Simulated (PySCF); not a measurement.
Computed shifts of a molecule C3H7BF2O, PySCF with KT2/pcSseg-1, GIAO, gas phase, equivalent atoms averaged, in ppm (number of nuclei): ¹³C: 69.7 (1), 60.3 (1), 15.7 (1). ¹⁹F: -104.0 (1), -114.9 (1). ¹H: 3.67 (3), 3.39 (1), 1.55 (3). References: ¹³C against TMS (σ = 185.1 ppm); ¹⁷O against H2O (σ = 330.4 ppm); ¹¹B against BF3 (σ = 89.8 ppm); ¹⁹F against CFCl3 (σ = 127.1 ppm); ¹H against TMS (σ = 31.47 ppm), references at their B3LYP-D3(BJ)/def2-TZVP geometries, non-relativistic. Geometry optimised at B3LYP-D3(BJ)/def2-SVP. The values are those of a single conformer.

Which molecule gave these data?
A) C[C@@H](F)CB(O)F
B) CCCOB(F)F
C) C[C@@H](O)B(F)CF
D) CO[C@H](C)B(F)F

D, CO[C@H](C)B(F)F
